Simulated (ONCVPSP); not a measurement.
Configuration tests for manganese (Mn) (ONCV)

manganese, optimised norm-conserving Vanderbilt (ONCV), made with ONCVPSP 4.0.1 (LDA (Perdew-Wang 92), scalar-relativistic). Core [Ne], reference 3s2 3p6 3d5 4s2. Waves: 3s+4s: rc 1.65 bohr, ncon 4, nbas 7, qcut 7.2 1/bohr, 2 projectors; 3p: rc 1.25 bohr, ncon 4, nbas 7, qcut 13.6 1/bohr, 2 projectors, debl 3.6 Ha; 3d: rc 1.05 bohr, ncon 3, nbas 8, qcut 17.9 1/bohr, 2 projectors, debl 0.8 Ha. Local part: polynomial inside 1.00 bohr (lpopt 3, dvloc0 3 Ha). Core correction: Teter function, fcfact 3.25, rcfact 1.25.

Energies are relative to the spin-unpolarised reference configuration 3s2 3p6 3d5 4s2; without spin polarisation the order of configurations can differ from experiment.

(1) Give the all-electron excitation energy and the error of the potential for: 3s2 3p6 3d5 4s1; 3s2 3p6 3d5 4s0; 3s2 3p6 3d4 4s0; 3s2 3p5 3d5 4s2.

Levels in the configuration 3s2 3p6 3d5 4s0:

```tsv
level	all-electron (eV)	pseudo (eV)
3s	-103.313	-103.310
3p	-72.404	-72.401
3d	-24.622	-24.631
```

Answers

(1)

| valence configuration | charge | ΔE all-electron (eV) | error AE − PS (meV) |
| --- | --- | --- | --- |
| 3s2 3p6 3d5 4s1 | +1 | 8.647 | -0.4 |
| 3s2 3p6 3d5 4s0 | +2 | 24.517 | -0.3 |
| 3s2 3p6 3d4 4s0 | +3 | 57.332 | -6.3 |
| 3s2 3p5 3d5 4s2 | +1 | 61.900 | +8.5 |
